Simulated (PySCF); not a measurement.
Gas-phase reaction: GeF₄ + Ge₂O₂ → 2 GeF₂ + GeO₂

Computed with PySCF and rigid-rotor harmonic-oscillator thermochemistry at 1 bar. † marks an energy on the PBE0/def2-TZVP geometry and frequencies. MP2 freezes the core. All species are closed-shell singlets. Ge: all electrons, no relativistic terms. Ge₂O₂, GeO₂: computed as isolated molecules; such fragments, hydroxides, amides, oligomers or adducts are transient or little studied in the gas. MP2 isn't extrapolated to the basis-set limit.

PBE0/def2-QZVP† gives ΔH°(298 K) = 337 kJ.

Problem. What do LDA/def2-TZVP†, M06-2X/def2-TZVP†, MP2/def2-TZVPP† give?

Solution. LDA/def2-TZVP†: 336 kJ; M06-2X/def2-TZVP†: 402 kJ; MP2/def2-TZVPP†: 352 kJ. For scale, ΔH°(298 K) is 337 kJ at this level, 349 kJ at ωB97M-V/def2-TZVP†, and runs from -24 to 425 kJ over the 20 levels computed.
